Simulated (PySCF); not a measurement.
C6H9OPS.
SMILES with atom numbers: `[CH:1]#[C:2][P:3]1(=[S:4])[CH2:5][CH2:6][O:7][CH2:8][CH2:9]1` (hydrogens: H10 on C1; H11, H12 on C5; H13, H14 on C6; H15, H16 on C8; H17, H18 on C9)

The same species was optimised twice, with GFN2-xTB and with PBE0-D3(BJ)/def2-SVP (PySCF), and the same property calculations (PySCF, gas phase) were run on both structures.

```
  coordinate  GFN2-xTB  PBE0-D3(BJ)/def2-SVP  change
   P3–C9 (Å)     1.842                 1.829  -0.013
   P3–C5 (Å)     1.842                 1.829  -0.013
   C1≡C2 (Å)     1.203                 1.214  +0.011
   C2–P3 (Å)     1.771                 1.776  +0.005
   C6–O7 (Å)     1.406                 1.401  -0.005
   O7–C8 (Å)     1.406                 1.401  -0.005
   P3=S4 (Å)     1.936                 1.939  +0.003
   C8–C9 (Å)     1.530                 1.527  -0.003
   C5–C6 (Å)     1.530                 1.527  -0.003
C1–C2–P3 (°)     170.0                 177.3    +7.3
P3–C9–C8 (°)     110.7                 112.2    +1.5
P3–C5–C6 (°)     110.8                 112.2    +1.4
C6–O7–C8 (°)     113.6                 114.3    +0.7
C2–P3–C5 (°)     103.3                 102.7    -0.6
C2–P3–C9 (°)     103.2                 102.7    -0.5
O7–C8–C9 (°)     113.1                 112.7    -0.4
S4–P3–C5 (°)     116.6                 117.0    +0.4
```

Rotational constants: A = 1693, B = 962.9, C = 829.4 MHz (GFN2-xTB) against A = 1677, B = 967.8, C = 828.2 MHz (PBE0-D3(BJ)/def2-SVP). Point groups within 0.08 Å: Cs and Cs.

On the GFN2-xTB structure: HOMO (eV) -6.59 [PBE0/pcSseg-1]; LUMO (eV) -0.60 [PBE0/pcSseg-1]; dipole (D) 4.14 [PBE0/pcSseg-1]; GIAO shielding of C1 (ppm) 83.1 [PBE0/pcSseg-1]; GIAO shielding of C2 (ppm) 102.6 [PBE0/pcSseg-1]; GIAO shielding of P3 (ppm) 325.7 [PBE0/pcSseg-1]; GIAO shielding of S4 (ppm) 685.6 [PBE0/pcSseg-1]; GIAO shielding of C5/C9 (mean) (ppm) 143.9 [PBE0/pcSseg-1]; GIAO shielding of C6/C8 (mean) (ppm) 117.3 [PBE0/pcSseg-1]; GIAO shielding of O7 (ppm) 284.3 [PBE0/pcSseg-1].

Q: What do these properties become on the PBE0-D3(BJ)/def2-SVP structure?

A: 
| property | level | on GFN2-xTB | on PBE0-D3(BJ)/def2-SVP | change |
| --- | --- | --- | --- | --- |
| HOMO (eV) | PBE0/pcSseg-1 | -6.59 | -6.62 | -0.03 |
| LUMO (eV) | PBE0/pcSseg-1 | -0.60 | -0.55 | +0.05 |
| dipole (D) | PBE0/pcSseg-1 | 4.14 | 4.28 | +0.14 |
| energy, GFN2-xTB geometry as zero (kcal/mol) | PBE0/pcSseg-1 | 0.0 | -0.5 | -0.5 |
| GIAO shielding of C1 (ppm) | PBE0/pcSseg-1 | 83.1 | 84.7 | +1.6 |
| GIAO shielding of C2 (ppm) | PBE0/pcSseg-1 | 102.6 | 102.4 | -0.2 |
| GIAO shielding of P3 (ppm) | PBE0/pcSseg-1 | 325.7 | 327.5 | +1.8 |
| GIAO shielding of S4 (ppm) | PBE0/pcSseg-1 | 685.6 | 698.4 | +12.8 |
| GIAO shielding of C5/C9 (mean) (ppm) | PBE0/pcSseg-1 | 143.9 | 144.2 | +0.3 |
| GIAO shielding of C6/C8 (mean) (ppm) | PBE0/pcSseg-1 | 117.3 | 118.0 | +0.7 |
| GIAO shielding of O7 (ppm) | PBE0/pcSseg-1 | 284.3 | 287.7 | +3.4 |

The heavy atoms differ by 0.041 Å rms after alignment. Among bonds between heavy atoms P3–C5 and P3–C9 change most and about equally (-0.013 Å). Changes are differences of the printed values. Neither structure is proved a minimum here.
